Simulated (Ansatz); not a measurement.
Mulliken charges of C$_{2}$H$_{3}$F$_{3}$SSi, SMILES `C=CS[Si](F)(F)F` from r2SCAN/def2-TZVPP in Ansatz (PBE0-D4/def2-TZVP geometry).

```json
{"atom": "C1", "x (Å)": "-0.875", "y (Å)": "0.894", "z (Å)": "-1.327", "charge (e)": "-0.146"}
{"atom": "C2", "x (Å)": "-0.766", "y (Å)": "-0.372", "z (Å)": "-0.960", "charge (e)": "-0.038"}
{"atom": "S3", "x (Å)": "-1.030", "y (Å)": "-0.935", "z (Å)": "0.714", "charge (e)": "-0.176"}
{"atom": "Si4", "x (Å)": "0.870", "y (Å)": "-0.422", "z (Å)": "1.402", "charge (e)": "0.906"}
{"atom": "F5", "x (Å)": "1.139", "y (Å)": "1.130", "z (Å)": "1.378", "charge (e)": "-0.284"}
{"atom": "F6", "x (Å)": "1.009", "y (Å)": "-0.910", "z (Å)": "2.891", "charge (e)": "-0.286"}
{"atom": "F7", "x (Å)": "2.022", "y (Å)": "-1.079", "z (Å)": "0.553", "charge (e)": "-0.283"}
{"atom": "H8", "x (Å)": "-0.726", "y (Å)": "1.175", "z (Å)": "-2.364", "charge (e)": "0.094"}
{"atom": "H9", "x (Å)": "-1.106", "y (Å)": "1.680", "z (Å)": "-0.618", "charge (e)": "0.101"}
{"atom": "H10", "x (Å)": "-0.538", "y (Å)": "-1.160", "z (Å)": "-1.669", "charge (e)": "0.111"}
```

Task: By hand: the dipole of these point charges (1 e Å = 4.8032 D).

Result: Σ q r = (-0.298, 0.062, -0.470) e Å, of length 0.560 e Å = 2.69 D.

Task: How does the dipole of the full density compare? (Estimate.)

Result: Computed: (-0.223, 0.101, -0.422) e Å, 2.34 D; the point charges give 1.15 times that, at 7° from its direction.

Point charges leave out the atoms' own dipoles, such as those of lone pairs, and Mulliken's split depends on the basis, so the close match here is no proof of good charges.
